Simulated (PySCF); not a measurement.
Continuum solvent and chemical shifts

Bonds (- single, = double, # triple, : aromatic): O1-C2, C2:C3, C3:C4, C4:C5, C5-C6, C6-F7, C6-F8, C5:C9, C9:C10, C10:C2. O1 carries H11; C3 carries H12; C4 carries H13; C6 carries H14; C9 carries H15; C10 carries H16.

GIAO PBE0/pcSseg-1 in PySCF on one PBE0-D3(BJ)/def2-SVP conformer, non-relativistic, equivalent nuclei averaged. Solvents enter as an IEF-PCM continuum (chloroform with ε = 4.7, acetonitrile with ε = 35.7) around the gas-phase geometry. Shifts are referred to TMS, CFCl3 computed in the same medium.

In chloroform, δ in ppm: C2 165.3, C4/C9 135.6, C5 132.3, C3/C10 119.5, C6 119.5, F7/F8 -115.8, H13/H15 7.76, H12/H16 7.08, H14 6.51, H11 4.93. Dipole moment 2.56 D.

(1) How does each δ change in the more polar medium?

(2) Which nuclei move most (in ppm), and what does the model miss?

Answers

(1) 
```tsv
atoms	environment	Δδ, acetonitrile
C2	aromatic carbon bearing oxygen	+0.6
C4/C9	aromatic CH	+0.4
C5	substituted aromatic carbon	0.0
C3/C10	aromatic CH	+0.6
C6	sp3 CH bonded to 2 F, on an aromatic ring	+0.3
F7/F8	fluorine of a CF2 group	-1.2
H13/H15	hydrogen on an aromatic CH	+0.07
H12/H16	hydrogen on an aromatic CH	+0.10
H14	hydrogen on an sp3 CH bonded to 2 F, on an aromatic ring	+0.10
H11	hydrogen on a phenol-type oxygen	+0.34
```

Changes are relative to chloroform. The dipole moment becomes 2.67 D in acetonitrile.

(2) F7/F8 (fluorine of a CF2 group, -1.2 ppm) in acetonitrile. A continuum only polarises the solute; specific hydrogen bonds, the anisotropy of aromatic solvents and changes of geometry or conformer are outside it.
